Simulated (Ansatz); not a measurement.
Consider the formal exchange of groups at a C–C bond: `CCCCC` + `C[O][AlH][SH]` → `C[CH2][Al]([SH])[O]C` + `CCC`.

Program: Ansatz. Geometries: PBE0-D4/def2-TZVP. ΔE: electronic, gas phase. CCSD(T)/CBS adds triple-zeta CCSD(T) − MP2 to the extrapolated MP2 energy (def2 sets, frozen cores). DFT in def2-TZVPP. B3LYP here is the variant with VWN-RPA as its local correlation; programs differ in this. One conformer a species, not always the lowest.

```
             level  ΔE (kJ/mol)  difference from CCSD(T)/CBS
         r2SCAN-D4        -37.4                         -5.1
           PBE0-D4        -35.4                         -3.1
           ωB97X-V        -30.6                          1.7
           ωB97M-V        -34.1                         -1.8
               PBE        -37.9                         -5.6
              PBE0        -35.6                         -3.3
             B3LYP        -37.0                         -4.7
    MP2/def2-TZVPP        -32.9                         -0.6
SCS-MP2/def2-TZVPP        -30.5                          1.8
   CCSD/def2-TZVPP        -30.6                          1.7
     HF/def2-QZVPP        -27.0                          5.3
    MP2/def2-QZVPP        -33.4                         -1.1
SCS-MP2/def2-QZVPP        -31.1                          1.2
      HF/CBS(def2)        -27.0                          5.3
     MP2/CBS(def2)        -33.9                         -1.6
    CCSD/CBS(def2)        -31.6                          0.7
       CCSD(T)/CBS        -32.3                            0
```

Largest T1 diagnostic among the species: 0.012.

In def2-TZVPP, CCSD(T) changes the Hartree–Fock value by −4.0 kJ/mol (the triples alone add −0.7 kJ/mol) and MP2 by −5.6 kJ/mol.
